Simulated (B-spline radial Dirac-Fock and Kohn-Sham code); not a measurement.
**How the binding energies of Sm³⁺ add up**

System: Sm³⁺, 1s2 2s2 2p6 3s2 3p6 3d10 4s2 4p6 4d10 4f5 5s2 5p6, inside a Watson sphere of charge -3 and radius 1.8 Å (a model of the Madelung potential; inside it an electron's potential energy is raised by 24.0 eV); nuclear rms radius 5.0819 fm (A = 152).

These are calculated numbers from a radial finite-basis atomic code; the model is ΔSCF Dirac-Fock with Breit, self-energy and vacuum polarisation, finite nucleus, configuration average. Electron correlation is not included. Energies are counted from the vacuum level.

All terms are in eV, carry their sign (relaxation lowers the binding energy) and add up to the binding energy; ⟨r⟩ is the mean radius of the orbital in the initial state.

```
subshell  −ε (Koopmans)  relaxation    Gaunt  retardation     QED  binding energy  ⟨r⟩ (bohr)
      1s        47115.7      -74.76  -140.21        12.06  -66.11         46846.7       0.023
      2s         7820.6      -41.78   -14.11         0.92   -8.88          7756.7       0.096
   2p1/2         7394.1      -45.75   -24.71         2.74    0.39          7326.8       0.081
   2p3/2         6789.5      -43.78   -17.50         3.44   -0.59          6731.1       0.087
      3s         1769.7      -20.89    -2.27         0.11   -1.95          1744.7       0.254
   3p1/2         1585.8      -21.60    -4.19         0.42    0.06          1560.5       0.244
   3p3/2         1460.8      -20.72    -2.77         0.58   -0.13          1437.8       0.256
   3d3/2         1146.1      -22.74    -1.55         0.11    0.17          1122.1       0.228
   3d5/2         1119.3      -22.40    -0.94         0.12    0.10          1096.2       0.232
      4s          380.4       -7.93    -0.42         0.02   -0.44           371.6       0.578
   4p1/2          307.8       -7.67    -0.80         0.08    0.02           299.4       0.593
   4p3/2          280.0       -7.14    -0.48         0.12   -0.02           272.5       0.620
   4d3/2          158.8       -6.57    -0.15         0.01    0.04           152.1       0.663
   4d5/2          153.7       -6.39    -0.04         0.01    0.03           147.3       0.673
      4f          18.70       -4.31     0.14        -0.02    0.02           14.53       0.882
      5s          57.84       -1.01    -0.06         0.00   -0.07           56.70       1.399
   5p1/2          35.05       -0.87    -0.10         0.01    0.01           34.10       1.545
   5p3/2          30.89       -0.74    -0.05         0.01    0.00           30.11       1.622
```

For the deepest level, K (1s), the Breit terms make up -0.274 % of the binding energy, QED -0.141 % and orbital relaxation -0.160 %.

Spin-orbit splittings: 2p 595.7 eV, 3p 122.7 eV, 3d 25.90 eV, 4p 26.93 eV, 4d 4.77 eV, 5p 3.99 eV.
